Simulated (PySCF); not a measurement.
H₅BOSi, singlet, geometry from GFN2-xTB; BLYP/6-31G*, TDA (PySCF).

Here is a job for PySCF.
```python
from pyscf import gto, scf, dft, tdscf

mol = gto.Mole()
mol.atom = '''
    B    -0.054004   -0.853100    0.390198
    H    -0.803157   -1.740603    0.599267
    O     1.171481   -1.100289    0.851389
    H     1.852958   -0.435875    0.728756
    Si   -0.573531    0.808208   -0.544585
    H    -1.666046    1.550193    0.098500
    H    -0.999786    0.606648   -1.936236
    H     0.543634    1.772538   -0.628207
'''
mol.basis = '6-31g*'
mol.charge = 0
mol.spin = 0
mol.verbose = 3
mol.build()

mf = dft.RKS(mol)
mf.xc = 'blyp'
mf.kernel()
td = mf.TDA()
td.nstates = 10
td.kernel()
td.analyze()
```

Write the output that PySCF gives for this input, abridged.


```
converged SCF energy = -392.514894301874
Excitation energies (eV)
[5.06287136 6.52952141 6.78995766 6.96454736 8.01801105 8.26733182
 8.4711024  8.48954204 8.62094076 8.82596541]

** Singlet excitation energies and oscillator strengths **
Excited State   1:      5.06287 eV    244.89 nm  f=0.0047
Excited State   2:      6.52952 eV    189.88 nm  f=0.0143
Excited State   3:      6.78996 eV    182.60 nm  f=0.0231
Excited State   4:      6.96455 eV    178.02 nm  f=0.0464
Excited State   5:      8.01801 eV    154.63 nm  f=0.0931
Excited State   6:      8.26733 eV    149.97 nm  f=0.0050
Excited State   7:      8.47110 eV    146.36 nm  f=0.0030
Excited State   8:      8.48954 eV    146.04 nm  f=0.0045
Excited State   9:      8.62094 eV    143.82 nm  f=0.0112
Excited State  10:      8.82597 eV    140.48 nm  f=0.1878
```
